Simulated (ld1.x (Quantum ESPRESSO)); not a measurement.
# Building the PAW potential for Fe (Z = 26) (PBE, fully relativistic).

```json
{
  "Element": "iron (Fe)",
  "Generator": "ld1.x (Quantum ESPRESSO) 7.5",
  "Type": "PAW",
  "Functional": "PBE",
  "Relativity": "fully relativistic",
  "Frozen core": "[Ar]",
  "Valence charge": "8",
  "Reference configuration": "3d6 4s1.5 4p0.5",
  "Partial waves": "4s (bound): rcut 1.35, rcutus 1.70 bohr; 4s channel at -0.15 Ry: rcut 1.35, rcutus 1.70 bohr; 4p (bound): rcut 1.75, rcutus 2.40 bohr; 4p channel at 0.6 Ry: rcut 1.75, rcutus 2.40 bohr; 3d (bound): rcut 0.90, rcutus 1.20 bohr; 3d channel at 2.45 Ry: rcut 0.90, rcutus 1.20 bohr",
  "Local potential": "all-electron potential smoothed inside 2.10 bohr (lloc = -1)",
  "Core correction": "a·sin(br)/r model core inside 0.55 bohr",
  "Augmentation charge": "PSQ, inside the norm-conserving radii"
}
```

Open shells are filled in proportion to 2j + 1 (rel_dist='average').

All-electron outer shells of the reference configuration (PBE, scalar-relativistic, ld1.x):

```
shell  level (eV)  outermost node (bohr)  outermost maximum (bohr)
   3s      -94.93                   0.33                      0.70
   3p      -60.96                   0.30                      0.72
   3d       -8.39                      –                      0.71
   4s       -5.86                   1.00                      2.38
   4p       -1.75                   1.10                      3.25
```

(1) Does this generation succeed?

Results:

(1) No. ld1.x (Quantum ESPRESSO) 7.5 stopped with "new_paw_hamiltonian: negative rho": the pseudo-density turned negative during the self-consistent test, most likely because a state had been found with a wrong node count and its wave set to zero before. Before that it printed "Warning: n=1, l=0 expected 0 nodes, found 1".
